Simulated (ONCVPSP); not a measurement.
Be (Z = 4): one change to an ONCV potential, before and after

```
Element                 : beryllium (Be)
Generator               : ONCVPSP 4.0.1
Type                    : optimised norm-conserving Vanderbilt (ONCV)
Functional              : PBE
Relativity              : scalar-relativistic
Frozen core             : none
Valence charge          : 4
Reference configuration : 1s2 2s0.5 (charge +1.5)
Partial waves           : 1s+2s: rc 0.75 bohr, ncon 4, nbas 7, qcut 17.5 1/bohr, 2 projectors; p scattering state at 0.04 Ha: rc 0.60 bohr, ncon 4, nbas 8, qcut 13.1 1/bohr, 2 projectors, debl 2.3 Ha
Local potential         : polynomial inside 0.60 bohr (lpopt 5, dvloc0 0 Ha)
Core correction         : none
```

Change: s: rc 0.98.

Cutoffs: the cutoffs (Ha) at which the residual kinetic energy of the hardest occupied pseudo-wave falls to 1 and 0.1 mHa per electron; they do not see the model core or the augmentation charge, which bear on the density cutoff. Errors are all-electron minus pseudo energies relative to the spin-unpolarised reference configuration.

Task: Predict the effect on cutoff, ghosts and configuration errors.

Result: The potential gets softer (103 Ha and 122 Ha → 85 Ha and 102 Ha); of the 4 tests that both files solve, the error grows in 2 and shrinks in 0 by more than 15 % and 0.3 meV (median size 0.3 → 0.5 meV); neither file shows a bound ghost. A larger radius leaves more room for a smooth pseudo-wave, so fewer plane waves are needed.

```tsv
quantity	base	changed
cutoff, loose	103 Ha	85 Ha
cutoff, tight	122 Ha	102 Ha
bound ghosts	none	none
GHOST(+) flags under 300 eV	none	none
error for 1s2 2s2, meV [ΔE -17.48 eV]	+1.0	+1.4
error for 1s2 2s1, meV [ΔE -7.93 eV]	+0.2	+0.3
error for 1s2 2s0, meV [ΔE 10.02 eV]	+0.5	+0.5
error for 1s2 2s0 2p2, meV [ΔE -10.23 eV]	0.0	-0.5
p: phases at 0.61 bohr within 0.05 rad from the reference energy up to (Ha; the scan ends near 5)	to the end of the scan	to the end of the scan
```
